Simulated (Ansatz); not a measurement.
`[NH]=[Nb]([Cl])([Cl])[Cl]` at its PBE0-D4/def2-TZVP geometry, where that method's forces vanish. The species carries charge 0 and has multiplicity 1. Nb takes the def2 core potential.

| atom | x (Å) | y (Å) | z (Å) |
| --- | --- | --- | --- |
| N1 | -0.194 | 1.218 | 0.456 |
| Nb2 | 0.060 | -0.378 | -0.142 |
| Cl3 | -1.760 | -0.916 | -1.408 |
| Cl4 | 1.973 | -0.331 | -1.385 |
| Cl5 | 0.264 | -1.747 | 1.673 |
| H6 | -0.343 | 2.154 | 0.806 |

Problem. For each bond, give half the difference of the two atoms' forces along it (eV/Å; positive pushes the atoms apart) under PBE-D4, r2SCAN-D4, B3LYP-D4, ωB97M-V in def2-TZVPP. (Estimate.)

Solution. Ansatz gave: 
| bond | length (Å) | PBE-D4 | r2SCAN-D4 | B3LYP-D4 | ωB97M-V |
| --- | --- | --- | --- | --- | --- |
| N1–Nb2 | 1.723 | 0.73 | 0.45 | 0.37 | -0.41 |
| N1–H6 | 1.010 | -0.16 | -0.23 | -0.29 | 0.13 |
| Nb2–Cl3 | 2.282 | 0.02 | 0.03 | 0.15 | 0.14 |
| Nb2–Cl4 | 2.282 | 0.02 | 0.02 | 0.15 | 0.14 |
| Nb2–Cl5 | 2.282 | 0.02 | 0.02 | 0.15 | 0.14 |

B3LYP here is the variant with VWN-RPA as its local correlation; programs differ in this.
